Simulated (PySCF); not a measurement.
W(O)2(Me)2 (C₂H₆O₂W), SMILES [CH3][W]([CH3])(=[O])=[O], multiplicity 1.

Geometry: B3LYP-D3(BJ)/def2-SVP. The spin state was assumed, not searched. The structure was generated by enumeration; whether it is a known compound was not checked. The def2 effective core potentials stand for the cores of W; spin–orbit coupling is left out.

Two levels are set side by side: TDDFT-PBE/def2-SVPD (PySCF) and TDDFT-PBE0/def2-SVPD (PySCF). Vertical, same geometry. The lowest singlet is HOMO−1→LUMO 99 % with PBE and HOMO→LUMO 99 % with the other functional; states are paired by order. Differences are taken from unrounded values.

```json
[
 {"quantity": "lowest singlet excitation (eV)", "TDDFT-PBE0": "4.39", "TDDFT-PBE": "4.13", "TDDFT-PBE minus TDDFT-PBE0": "-0.26"},
 {"quantity": "lowest triplet excitation (TDA) (eV)", "TDDFT-PBE0": "4.07", "TDDFT-PBE": "3.81", "TDDFT-PBE minus TDDFT-PBE0": "-0.27"}
]
```

Functionals without exact exchange tend to place singlet excitations lower, as here. Differences between two approximate levels are no errors against the true value.

Rough cost on one machine, each run with all the roots and properties that it gave: TDDFT-PBE0 against TDDFT-PBE about 3 times.
